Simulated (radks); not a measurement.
Results of a calculation; reference values are marked as such.
Hf61+, configuration [Ne] 3s1.

Code: a radial shooting solver on a logarithmic mesh with Libxc functionals. Model: Dirac Kohn-Sham, LB94 model potential, spin-unpolarised, spherical densities, finite nucleus; Fermi nuclear charge, rms radius 5.347 fm.

Energy parts (eV):
part                  energy
kinetic            334372.97
electron-nucleus  -644104.53
Hartree             23167.38
(The LB94 potential has no energy functional, so no total or exchange-correlation energy is given.)

Orbitals (lengths in bohr, moments of r in powers of bohr; r(max) is where P^2 peaks):
orbital  occ.  eigenvalue (eV)  <1/r>       <r^4>   r(max)      <r>  small-component weight
1s1/2       2        -70642.40  83.90   6.557e-07  0.01189  0.01895                7.35e-02
2s1/2       2        -16142.03  20.64  0.00009231  0.06772  0.07852                1.70e-02
2p1/2       2        -15720.36  20.60  0.00005517  0.05035  0.06493                1.70e-02
2p3/2       4        -14479.71  17.51  0.00007744  0.05689  0.07235                1.56e-02
3s1/2       1        -6697.272  8.460    0.002397   0.1800   0.1880                6.87e-03
3p1/2       0        -6557.597  8.410    0.001982   0.1668   0.1760                6.83e-03
3p3/2       0        -6215.819  7.554    0.002467   0.1781   0.1869                6.43e-03
4s1/2       0        -3643.201  4.542     0.02516   0.3526   0.3463                3.69e-03

The highest occupied level is 3s1/2 at -6697.3 eV. Summed over all electrons, <r^2> = 0.09191 bohr^2, which gives a Langevin (diamagnetic) susceptibility term of -0.0728 x 10^-6 cm^3/mol.
